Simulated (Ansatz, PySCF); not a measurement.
C2H6INSi (SMILES CN(C)[Si]I), singlet, at a GFN2-xTB geometry (all electrons, no relativity), with bond 8-4 at 2.4 times its length. Base run: CASSCF(4,4)/STO-3G (PySCF).

The PySCF input:
```python
from pyscf import gto, scf, mcscf
import numpy

mol = gto.Mole()
mol.atom = '''
    Si   -0.49195453   -0.48920012    1.22678545
    I     0.52761544    1.25132215   -0.27001237
    N    -0.72520664   -1.83778484    0.20154770
    C    -1.30761325   -3.01436061    0.79416210
    C    -0.44260902   -2.03835228   -1.19618646
    H    -2.24482232   -3.27462294    0.29037495
    H    -0.62706126   -3.86780058    0.70257605
    H    -1.80407154   -2.60907122    3.32583781
    H     0.25523133   -2.87302575   -1.32647531
    H    -1.36344013   -2.27951430   -1.73890837
    H    -0.00391161   -1.15004719   -1.63962260
'''
mol.basis = 'sto-3g'
mol.verbose = 4
mol.build()

mf = scf.RHF(mol)
mf.kernel()
mc = mcscf.CASSCF(mf, 4, 4)
mc.fix_spin_(ss=0.0)
mc.kernel()
occ = numpy.linalg.eigvalsh(mc.fcisolver.make_rdm1(mc.ci, mc.ncas, mc.nelecas))[::-1]
ss = mc.fcisolver.spin_square(mc.ci, mc.ncas, mc.nelecas)[0]
print('natural occupations', occ.round(4), ' <S^2>', round(ss, 4))
```

Programs used: Ansatz (an electronic-structure program), PySCF; a row that names a program was run with it.

The base run was repeated with changes; each row names its change, and settings that it needs were set with it.

| change | ΔE vs base (kcal/mol) | natural occupations | <S^2> of the state |
|---|---|---|---|
| base | 0.000 | 1.97 1.30 0.70 0.03 | 0.00 |
| state_average = 2 states | 2.84 | - | - |
| active space = 8 electrons, 6 orbitals | -3.90 | 2.00 1.98 1.97 1.30 0.70 0.05 | 0.00 |
| conv_tol = 1e-5 | 0.000 | 1.97 1.30 0.70 0.03 | 0.00 |
| start = MP2 natural orbitals | -0.078 | 1.97 1.30 0.70 0.03 | 0.00 |
| active space = 2 electrons, 3 orbitals | 6.39 | 1.30 0.70 0.00 | 0.00 |
| solver = newton | 0.000 | 1.97 1.30 0.70 0.03 | 0.00 |
| active space = 6 electrons, 8 orbitals | -16.59 | 1.97 1.96 1.30 0.70 0.04 0.03 0.00 0.00 | 0.00 |
| fix_spin_ = off | 0.000 | 1.97 1.30 0.70 0.03 | 0.00 |
| code = ansatz; correction = SC-NEVPT2, all electrons | -110.0 | - | - |
| correction = SC-NEVPT2 | -107.2 | 1.97 1.30 0.70 0.03 | 0.00 |

Active orbitals are taken around the Fermi level unless the row says otherwise; CASSCF can end in different local minima, and two programs can end on different orbitals. State-averaged rows give the lowest state.
